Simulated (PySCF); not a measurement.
# Sb²⁺ (antimony, charge +2) across methods

[Kr] 4d10 5s2 5p1, 2P determinant. Computed with PySCF 2.14 in x2c-QZVPPall (13s9p7d4f1g, 112 functions), with scalar relativity by spin-free X2C-1e.

```
method  E (hartree)  mean ε 5s α (eV)  mean ε 5s β (eV)  mean ε 5p α (eV)  Σ⟨r²⟩ (bohr²)   ⟨S²⟩
   PBE     -6479.45           -29.716           -28.937           -20.510          37.86  0.751
  PW91     -6480.38           -29.823           -29.041           -20.579          37.84  0.751
M06-2X     -6480.45           -32.154           -30.353           -22.822          37.99  0.754
   UHF  -6477.13536           -34.067           -31.709           -24.448          38.31  0.759
 TPSSh     -6479.61           -30.250           -29.178           -21.052          37.86  0.752
r2SCAN     -6479.88           -30.034           -29.043           -20.882          37.84  0.754
   LDA     -6473.70           -30.081           -29.406           -20.607          37.77  0.751
```

Question: Estimate the same row for PBE0.

Answer: E (hartree) = -6479.53; mean ε 5s α (eV) = -31.038; mean ε 5s β (eV) = -29.905; mean ε 5p α (eV) = -21.670; Σ⟨r²⟩ (bohr²) = 37.87; ⟨S²⟩ = 0.752.
